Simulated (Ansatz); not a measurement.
Consider the ligand exchange at a Ti–O bond: `[OH][Ti]([OH])([F])[Cl]` + H₂Se → `[OH][Ti]([F])([Cl])[SeH]` + H₂O.

Calculated with Ansatz (gas phase, PBE0-D4/def2-TZVP geometries, no zero-point term in ΔE). CCSD(T)/CBS adds triple-zeta CCSD(T) − MP2 to the extrapolated MP2 energy (def2 sets, frozen cores). This one scheme is used for every species. Functionals use def2-TZVPP. B3LYP here is the variant with VWN-RPA as its local correlation; programs differ in this. For Se, Ti outer-core shells are correlated without core-valence functions, which leaves a few kJ/mol of doubt a bond. Scalar relativity is left out up to krypton. One conformer a species, not always the lowest.

CCSD(T)/CBS gives +16.4 kJ/mol.

(1) Another level gave +31.2 kJ/mol. Which?
A. CCSD/def2-TZVPP
B. ωB97X-V/def2-TZVPP
C. SCS-MP2/def2-TZVPP
D. B3LYP-D4/def2-TZVPP

Largest T1 diagnostic among the species: 0.024, so the coupled-cluster value is less sure than usual.

Results:

(1) A. CCSD/def2-TZVPP 31.2, ωB97X-V 35.9, SCS-MP2/def2-TZVPP 20.4, B3LYP-D4 25.5 kJ/mol.

The D4 term adds −5.8 kJ/mol with B3LYP and −3.2 kJ/mol with PBE0; it sums over pairs of atoms, weighted by their polarisabilities, and B3LYP, whose exchange is more repulsive, gets the larger term. In def2-TZVPP, CCSD(T) changes the Hartree–Fock value by −24.6 kJ/mol (the triples alone add −9.0 kJ/mol) and MP2 by −36.0 kJ/mol.
